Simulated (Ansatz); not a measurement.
Ansatz (a quantum-chemistry and plane-wave program) input (B3LYP/6-31G*):

Ansatz 0.2 input:
```yaml
crystal:
  periodic: [false, false, false]
  atoms:
    - {symbol: C, position_ang: [-0.46470000, 1.98197500, 0.17589300]}
    - {symbol: Si, position_ang: [-0.24645100, 0.31079200, -0.55609700]}
    - {symbol: C, position_ang: [-1.85343300, -0.66699900, -0.54418200]}
    - {symbol: Si, position_ang: [1.38653800, -0.84161600, 0.69498200]}
    - {symbol: H, position_ang: [0.17546800, 2.82053600, -0.07400300]}
    - {symbol: H, position_ang: [-1.18244000, 2.18280800, 0.96423400]}
    - {symbol: H, position_ang: [0.26914200, 0.44161900, -1.94543900]}
    - {symbol: H, position_ang: [-2.61601900, -0.16844400, -1.14529500]}
    - {symbol: H, position_ang: [-1.70278700, -1.66983300, -0.94772400]}
    - {symbol: H, position_ang: [-2.23526600, -0.76788700, 0.47372700]}
    - {symbol: H, position_ang: [0.93063000, -1.00591700, 2.09925800]}
    - {symbol: H, position_ang: [1.63874500, -2.19466600, 0.13283500]}
    - {symbol: H, position_ang: [2.67011200, -0.09655200, 0.70775500]}
basis:
  gaussian:
    orbitals: 6-31G*
hamiltonian:
  xc: {name: B3LYP}
magnetization: {spin_polarized: true, initial_magnetization: 1}
relax: {f_tol: 0.003, max_steps: 120}
```

From the output:

```
these checks for a lower state are left out or cut short: starts, cluster_reference, orbital_swaps, neighbouring_geometries, increment
integrals: 0.04 GiB planned
981 factors; integrals over basis functions are off by at most 7.4e-4 eV
mean field: 0.54 GiB planned
mean field -17974.91985151 eV, -660.5661207049 hartree, gradient 4.3e-5 eV, S^2 0.754091; 0 other end points of the search recorded, 0 dependent functions left out
the calculation of the forces begins
reference -17974.92010703 eV, -660.5661300950 hartree; 25, 24 occupied and 61, 62 virtual orbitals, 981 factors
relax step   8: F+E_penalty+E_count = -17974.91985151 eV  Δ(F+E_penalty+E_count) = -1.046e-5 eV  max|allowed force component| = 1.342e-3 eV/Å  Δτ_max = 0.0031 Å  (21 SCF iters, accepted)
integrals: 0.04 GiB planned
981 factors; integrals over basis functions are off by at most 7.4e-4 eV
mean field: 0.54 GiB planned
mean field evaluation 64: about -17974.9198 eV, gradient 3.9e-2 eV
mean field -17974.91985151 eV, -660.5661207049 hartree, gradient 4.3e-5 eV, S^2 0.754091; 1 other end points of the search recorded, 0 dependent functions left out
the calculation of the forces begins
reference -17974.92010703 eV, -660.5661300950 hartree; 25, 24 occupied and 61, 62 virtual orbitals, 981 factors
Total energy: -17974.92010703 eV, -660.5661300950 hartree
Atom 0 at    -0.474596     2.004177     0.176316 Å, force    -0.000307     0.000336     0.000019 eV/Å
Atom 1 at    -0.243648     0.311709    -0.538679 Å, force     0.000577    -0.000339     0.001342 eV/Å
Atom 2 at    -1.866137    -0.670586    -0.551277 Å, force    -0.000998    -0.000184    -0.000720 eV/Å
Atom 3 at     1.398948    -0.853560     0.703596 Å, force     0.000875     0.000614     0.000078 eV/Å
Atom 4 at     0.135974     2.855676    -0.118335 Å, force    -0.000154     0.000239    -0.000017 eV/Å
Atom 5 at    -1.168580     2.209186     0.990145 Å, force     0.000360    -0.000262    -0.000053 eV/Å
Atom 6 at     0.276841     0.445014    -1.933009 Å, force    -0.000294    -0.000201    -0.000390 eV/Å
Atom 7 at    -2.621547    -0.163195    -1.161638 Å, force    -0.000540    -0.000160    -0.000259 eV/Å
Atom 8 at    -1.715269    -1.674328    -0.964016 Å, force     0.000010     0.000188    -0.000259 eV/Å
Atom 9 at    -2.269091    -0.781775     0.461768 Å, force    -0.000084     0.000261    -0.000023 eV/Å
Atom 10 at     0.971130    -1.027986     2.122140 Å, force     0.000040     0.000024     0.000094 eV/Å
Atom 11 at     1.651184    -2.212659     0.139427 Å, force    -0.000036    -0.000259     0.000031 eV/Å
Atom 12 at     2.694330    -0.115859     0.709506 Å, force     0.000551    -0.000256     0.000157 eV/Å
Dipole moment:    -0.207350     0.085844     0.004440 e Å
```

The geometry given is a B3LYP-D3(BJ)/def2-TZVP minimum.
